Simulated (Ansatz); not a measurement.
Process, species as SMILES: C[SiH](C)O[SiH3] -> [CH2][SiH](C)O[SiH3] + H atom (the C-H bond at the site shown breaks; other sites are not compared here)
Each molecule is optimised on its own at B3LYP-D3(BJ)/def2-TZVP (Ansatz, an electronic-structure program), one conformer each, not searched for the lowest. Frequencies are from Ansatz.
Geometry of the first species:
```
Si
O 1 1.6475
Si 2 1.6313 1 147.77
H 3 1.4789 2 108.79 1 179.84
H 1 1.4826 2 106.50 3 179.40
H 3 1.4833 4 109.28 2 -120.70
H 3 1.4833 4 109.28 6 -118.60
C 1 1.8675 5 109.88 2 -118.69
H 8 1.0918 1 111.11 5 59.43
H 8 1.0927 9 107.97 1 -122.11
H 8 1.0928 9 107.90 10 -116.28
C 1 1.8675 5 109.88 2 118.71
H 12 1.0918 1 111.11 5 -59.47
H 12 1.0927 13 107.97 1 122.12
H 12 1.0928 13 107.90 14 116.27
```

Quantity: bond dissociation energy (enthalpy at 298 K, with B3LYP-D3(BJ) rigid-rotor harmonic-oscillator terms), in kcal/mol. Cores are frozen in the correlated levels unless marked. Open shells are spin-unrestricted. No spin-orbit coupling. No relativistic terms. Basis-set limits of correlation are two-point, X^-3; Hartree-Fock from the larger set.

CCSD(T)/CBS(cc-pV(T+d)Z,cc-pV(Q+d)Z) (Ansatz) gives 101.6 kcal/mol.

### Question
Another calculation gave 99.0 kcal/mol. Which level was it?
(A) revPBE/def2-TZVPD (Ansatz)
(B) SVWN5/def2-TZVPD (Ansatz)
(C) B3LYP/def2-TZVPD (Ansatz)

### Answer
C, B3LYP/def2-TZVPD (Ansatz). The others give 111.0 (SVWN5), 95.9 (revPBE) kcal/mol.
